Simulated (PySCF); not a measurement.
C7H12OS2.
SMILES with atom numbers: `[CH3:1][S:2][C@@H:3]1[CH2:4][C@@H:5]2[CH2:6][CH2:7][C@H:8]1[S@:9]2=[O:10]`

Geometry (GFN2-xTB, Å), atoms numbered from 1 in this order:
```xyz
22
C7H12OS2 angstrom
C     -1.6889   -1.9071   -1.9183
S      0.0275   -1.7529   -1.3554
C      0.0878    0.0554   -1.0264
C      1.5243    0.4816   -0.6694
C      1.4288    1.1909    0.6707
C      1.0214    0.2305    1.7740
C     -0.4027   -0.2371    1.4213
C     -0.7781    0.4880    0.1410
S     -0.1082    2.2010    0.4278
O     -0.5761    2.6688    1.7289
H     -2.3689   -1.7477   -1.0863
H     -1.8012   -2.9171   -2.2986
H     -1.8748   -1.1887   -2.7120
H     -0.2487    0.5357   -1.9495
H      1.9247    1.1492   -1.4333
H      2.1797   -0.3892   -0.6061
H      2.2973    1.7995    0.9106
H      1.0219    0.7541    2.7301
H      1.7188   -0.6058    1.8368
H     -1.1030    0.0358    2.2106
H     -0.4470   -1.3175    1.2756
H     -1.8448    0.4920   -0.0730
```

Definitions: NICS(0) = −σiso at the ring centroid; NICS(1) = −σiso and NICS(1)zz = −σzz at ±1 Å along the ring normal z. Level: GIAO PBE0/pcSseg-1 (PySCF, non-relativistic, gas phase) on the GFN2-xTB geometry, one conformer.

Rings: 1. C3–C4–C5–S9–C8; 2. C5–C6–C7–C8–S9.

```tsv
set	NICS(0)	NICS(1), two faces	NICS(1)zz, two faces
P	-6.4	-2.8 / -8.4	-6.6 / -15.8
Q	-10.1	-7.1 / -8.0	-6.0 / -9.5
```

Task: Which set (ppm) belongs to which ring?

Result: P = 2, Q = 1.
- 1 (5-membered ring with S; formal bonds all single): mean NICS(1)zz -7.7 ppm, shielded. C3, C4, C5, C8 have four or more neighbours, so the value isn't read as a sign of a π ring current.
- 2 (5-membered ring with S; formal bonds all single): mean NICS(1)zz -11.2 ppm, shielded. C5, C6, C7, C8 have four or more neighbours, and the NICS criterion for π rings isn't applied.

Task: How do the rings differ in shape?

Result: 
```csv
ring,bond lengths (Å),rms pucker (Å),HOMA,nearest outside atom to a NICS(1) probe (Å)
1,"1.540, 1.519, 1.855, 1.862, 1.516",0.35,–,carbon 1.22
2,"1.518, 1.540, 1.518, 1.862, 1.855",0.33,–,carbon 1.22
```

Time: 54 s wall; peak memory 1.0 GiB. Hardware: Arm Neoverse V2, one thread, shared host with 192 logical CPUs at a one-minute load of 93. This is the whole shielding run at PBE0/pcSseg-1, SCF included.
